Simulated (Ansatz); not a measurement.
Question: Name a neutral molecule of B, C, N, O and H with HOMO–LUMO gap (PBE0/def2-TZVPP) between 5.40 and 5.70 eV and ideal-gas entropy at 298 K and 1 bar (rigid rotor, harmonic PBE0-D4/def2-TZVP) between 304 and 320 J/(mol·K) (Ansatz, PBE0-D4/def2-TZVP geometry).

Answer: `NB(O)C=O` (5.45 eV, 311 J/(mol·K)). Other molecules can fit too; these were computed, each in one conformer that needn't be the lowest.
